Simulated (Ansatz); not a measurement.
System: SnCl3, net charge -1, singlet state. It need not be the lowest isomer of its formula. 
Structure (B3LYP-D3(BJ)/def2-TZVP (Ansatz, an electronic-structure program) minimum search):
```
Sn
Cl 1 2.5021
Cl 1 2.5021 2 97.78
Cl 1 2.5021 2 97.78 3 -99.01
```
Charge -1, spin multiplicity 1.

Basis-set convergence of Hartree-Fock and CCSD correlation energies (hartree) with Ansatz. Valence correlation only, unless marked. Spin-orbit coupling is left out. Frozen are the shells of the preceding noble gas and the d and f shells that filled before the atom's block. In def2 rows, elements after Kr have scalar-relativistic effective core potentials. This anion needs diffuse functions, which these sets lack.

| basis | functions | E(HF) | E(corr, CCSD) |
|---|---|---|---|
| def2-SVP | 80 | -1591.64797 | -0.50195 |
| def2-TZVPP | 176 | -1592.13695 | -0.71209 |
| def2-QZVPP | 292 | … | … |

Q: Some entries are withheld; supply them.

A: 
- def2-QZVPP, E(HF): -1592.17963
- def2-QZVPP, E(corr, CCSD): -0.77854
